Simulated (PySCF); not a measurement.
**`C1=C=CCCCCCC1`, C9H14**

Geometry (Å), atoms numbered from 1 in this order:
```xyz
23

C    -0.798   -1.535   -0.125
C    -1.917   -0.888    0.085
C    -2.152    0.496   -0.472
C    -0.919    1.180   -1.062
C     0.045    1.822   -0.059
C     0.808    0.932    0.927
C     1.875   -0.007    0.328
C     1.595   -1.507    0.502
C     0.422   -1.964   -0.334
H    -2.715   -1.339    0.689
H    -2.943    0.434   -1.242
H    -2.581    1.125    0.330
H    -0.383    0.465   -1.708
H    -1.267    1.984   -1.731
H    -0.525    2.564    0.528
H     0.784    2.409   -0.632
H     0.095    0.351    1.533
H     1.305    1.610    1.640
H     2.003    0.205   -0.748
H     2.853    0.211    0.789
H     2.489   -2.083    0.218
H     1.413   -1.720    1.569
H     0.623   -2.598   -1.208
```

Method: TDDFT CAM-B3LYP/def2-SVPD circular dichroism and optical rotation, one conformer, gas phase in PySCF. Geometry: PBE0-D3(BJ)/def2-SVP.

No stereocentre is labelled: unless the shape is locked (an allene, a helicene, a hindered biaryl), the mirror image is equally populated and a measured rotation or CD is zero.

Problem. Draw the ECD and absorption spectra from the lowest 12 states, each a Gaussian of half-width 0.25 eV at 1/e height.

Solution. 
```csv
E (eV),λ (nm),Δε (L mol⁻¹ cm⁻¹),ε (L mol⁻¹ cm⁻¹)
5.09,244,-0.13,0.868
5.24,237,-0.97,6.72
5.39,230,-3.62,25.9
5.54,224,-6.56,52
5.69,218,-5.69,63.2
5.84,212,-2.23,56.2
5.99,207,-0.29,35.8
6.14,202,+0.05,18.9
6.29,197,+0.09,106
6.44,193,+1.07,973
6.59,188,+7.23,4990
6.74,184,+22.32,15000
6.89,180,+28.08,28000
7.04,176,+0.99,33700
7.19,173,-29.88,26500
7.34,169,-27.70,13800
7.49,166,-10.18,6240
7.64,162,-0.88,5310
7.79,159,-4.77,5280
```
Δε uses R in velocity form, ε uses f in length form. Only the states computed contribute, so the short-wavelength end is incomplete.
